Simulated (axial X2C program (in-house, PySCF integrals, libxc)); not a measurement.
**Spin–orbit effects along a row: molecules with S (ions), HF**

All values come from calculations with an in-house all-electron X2C program for linear molecules (integrals from PySCF), spin-free (one-electron X2C) or two-component (2c: spin–orbit coupling with atomic mean-field Coulomb and Gaunt terms, which also bring small scalar terms), in Dyall basis sets with cores contracted in-house; open shells are unrestricted.

Basis sets: B dyall-av3z, Be dyall-av3z, F dyall-av3z, Li dyall-av3z, N dyall-av3z, S dyall-av3z.

| molecule | spin-free state | Re (Å) | ωe (cm⁻¹) | De (eV) | 2c state | Re 2c (Å) | ωe 2c (cm⁻¹) | De 2c (eV) |
| --- | --- | --- | --- | --- | --- | --- | --- | --- |
| LiS⁻ | M_S = 0, Λ = 0 | 2.053 | 681.1 | 0.98 | Ω = 0 | 2.053 | 680.9 | n/a |
| BeS⁻ | M_S = 1/2, Λ = 0 | 1.811 | 918.6 | 3.05 | Ω = 1/2 | 1.811 | 918.5 | n/a |
| BS⁻ | M_S = 0, Λ = 0 | 1.686 | 1027.0 | 4.40 | Ω = 0 | 1.686 | 1026.8 | 4.37 |
| SN⁻ | M_S = 1, Λ = 0 | 1.613 | 883.5 | 1.40 | Ω = 1 | 1.613 | 883.2 | 1.37 |
| SF⁻ | M_S = 0, Λ = 0 | 1.689 | 707.0 | 1.44 | Ω = 0 | 1.689 | 706.5 | 1.44 |

Fragments in 2c: S- + Li, S- + Be, S- + B, S- + N, S + F-. Each entry is the lowest single determinant of a limited PBE0 search at one distance. De goes to single-determinant-based atoms at the same level (for ions the charge split of lowest energy) and is withheld (n/a) where an atom does not fit its ground term or J level. Main or longest-lived isotopes. One determinant is a doubtful description, or other states lie close, for SN⁻; these need not be ground states, and all values refer to the states named. Some open-shell Ω = 0 determinants are out of reach, so the Ω given for SN⁻ need not be the lowest component. With several unpaired electrons the Ω given is that of one determinant, not necessarily of the lowest component. Some light 2c atoms are not at their ground J level, so De misses part of their lowering (0.04 eV or less).
